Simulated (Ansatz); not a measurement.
Isolated molecules relaxed with PBE0-D4/def2-TZVP in Ansatz; ΔE leaves out vibrations. CCSD(T)/CBS adds triple-zeta CCSD(T) − MP2 to the extrapolated MP2 energy (def2 sets, frozen cores). Double bonds are as drawn, so ΔE can hold a change between cis and trans. Functionals use def2-TZVPP. def2 core potentials past Kr. For I outer-core shells are correlated without core-valence functions, which leaves a few kJ/mol of doubt a bond. One conformer a species, not always the lowest.

`O[SiH](O)/C=C/[SiH3]` + HI → `[SiH3]/C=C/I` + `O[SiH2]O`  (substitution at a C–Si bond)

```tsv
level	ΔE (kJ/mol)
r2SCAN-D4	41.7
ωB97X-V	44.9
PBE0	40.8
HF/def2-TZVPP	47.6
SCS-MP2/def2-TZVPP	33.9
CCSD(T)/def2-TZVPP	41.6
HF/def2-QZVPP	47.0
CCSD/CBS(def2)	41.6
```

(1) What does CCSD(T)/CBS give? (An estimate is asked.)

Largest T1 diagnostic among the species: 0.012.

## Answers

(1) Ansatz gave: +39.0 kJ/mol. The listed levels differ from it by 2.7, 5.9, 1.8, 8.6, -5.1, 2.6, 8.0, 2.6 kJ/mol.

The D4 term adds +3.9 kJ/mol with B3LYP and +2.6 kJ/mol with PBE0; it sums over pairs of atoms, weighted by their polarisabilities, and B3LYP, whose exchange is more repulsive, gets the larger term. In def2-TZVPP, CCSD(T) changes the Hartree–Fock value by −6.0 kJ/mol (the triples alone add −2.7 kJ/mol) and MP2 by −13.6 kJ/mol. From PBE to PBE0 (25 % exact exchange), in def2-TZVPP and without D4, ΔE moves by +6.0 kJ/mol.

B3LYP here is the variant with VWN-RPA as its local correlation; programs differ in this.
